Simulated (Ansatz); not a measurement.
Gas-phase electronic energies from Ansatz, PBE0-D4/def2-TZVP geometries. CCSD(T)/CBS is the MP2 limit (def2-TZVPP, def2-QZVPP) plus CCSD(T) − MP2 in def2-TZVPP, frozen cores. Functionals use def2-TZVPP. Elements past krypton have def2 core potentials. For Br, In outer-core shells are correlated without core-valence functions, which leaves a few kJ/mol of doubt a bond. Scalar relativity is left out up to krypton. One conformer a species, not always the lowest.

Reaction (redistribution): `CO[Si](O)(Cl)Cl` + `[Cl][In]([Cl])[Br]` → `CO[Si](Cl)(Cl)Cl` + `[OH][In]([Cl])[Br]`

CCSD(T)/CBS gives +97.0 kJ/mol.

Question: Another level gave +87.8 kJ/mol. Which?
A. ωB97M-V/def2-TZVPP
B. HF/def2-TZVPP
C. CCSD/def2-TZVPP
D. PBE-D4/def2-TZVPP

Answer: D. PBE-D4 87.8, CCSD/def2-TZVPP 104.9, ωB97M-V 100.6, HF/def2-TZVPP 127.5 kJ/mol.

Largest T1 diagnostic among the species: 0.013.

From PBE to PBE0 (25 % exact exchange), in def2-TZVPP and without D4, ΔE moves by +11.2 kJ/mol. In def2-TZVPP, CCSD(T) changes the Hartree–Fock value by −27.3 kJ/mol (the triples alone add −4.6 kJ/mol) and MP2 by −31.3 kJ/mol.
